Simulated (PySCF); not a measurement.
Orbital energies and ionisation energy

Compound: C6H12O.
Z-matrix (Å and degrees, PBE0-D3(BJ)/def2-SVP geometry), rows numbered from 1:
```
C 
C   1  1.4919
C   2  1.3423  1  127.96
C   3  1.4977  2  125.53  1     1.61
C   3  1.5094  2  120.05  1  -177.35
O   5  1.4038  3  113.69  2  -126.79
C   6  1.3948  5  113.62  3    68.95
H   1  1.1034  2  110.82  3   117.46
H   1  1.1028  2  110.97  3  -124.72
H   1  1.0983  2  112.98  3    -3.37
H   2  1.0981  1  115.32  3  -179.11
H   4  1.1039  3  110.58  2  -110.67
H   4  1.1009  3  109.77  2   132.41
H   4  1.0975  3  113.24  2    10.70
H   5  1.1089  3  109.72  2    -2.18
H   5  1.1038  3  109.52  2   115.67
H   7  1.1069  6  112.58  5   -63.15
H   7  1.1086  6  111.75  5    57.97
H   7  1.0991  6  107.69  5   177.04
```

Level: wB97X-D/def2-SVPD (PySCF). Frontier orbitals with their largest atomic shares (Löwdin; up to four atoms above 4 %):

```
orbital  ε (eV)                          main atoms
 HOMO−3  -11.55  C2 16 %, C4 16 %, C3 14 %, C1 12 %
 HOMO−2  -10.78  O6 46 %, C5 13 %, C7 10 %, H16 4 %
 HOMO−1   -9.36    O6 56 %, C7 10 %, C5 8 %, C3 6 %
   HOMO   -8.77                                   ?
   LUMO    2.14    C2 22 %, C3 20 %, C5 9 %, C4 8 %
 LUMO+1    2.28  C2 15 %, C1 12 %, C7 10 %, C3 10 %
 LUMO+2    2.91  C1 20 %, C7 15 %, H10 9 %, H18 8 %
```

Q: What vertical ionisation energy does ΔSCF give, and how far is −ε(HOMO) from it?

A: ΔSCF: 8.93 eV (862 kJ/mol; threshold wavelength 139 nm); ⟨S²⟩ of the doublet left behind is 0.752, against 0.75 for a pure doublet. −ε(HOMO) is 8.77 eV, 0.16 eV below it. In exact Kohn–Sham theory the two would be equal; wB97X-D (range-separated hybrid) comes within 0.16 eV of that here.

Q: On which atoms does the HOMO lie?

A: C2 (alkene CH carbon) 33 %, C3 (fully substituted alkene carbon) 32 %, C1 (allylic carbon) 8 %, C4 (allylic carbon) 6 %, so no atom holds as much as 40 %. The HOMO−1 lies 0.59 eV lower.

Q: With α = 80.4 au, estimate the like-pair dispersion coefficient by London's formula C6 = (3/4)α²I.

A: I = 0.3283 Eh, so C6 ≈ 1590 au, a rough estimate.

Q: What kinetic energy would electrons from this vertical process carry with He II light (40.814 eV)?

A: 40.81 − 8.93 = 31.88 eV.

The structure is a single PBE0-D3(BJ)/def2-SVP conformer in the gas phase; no vibrational or solvent corrections.

These values come from a run that also computed excited states and ΔSCF ions. Hardware: one thread, Arm Neoverse V1, shared host. Cost: 2.8 min wall.

The pairwise dispersion term of wB97X-D wasn't added to the energies; at a given geometry it leaves orbitals and properties as they are.
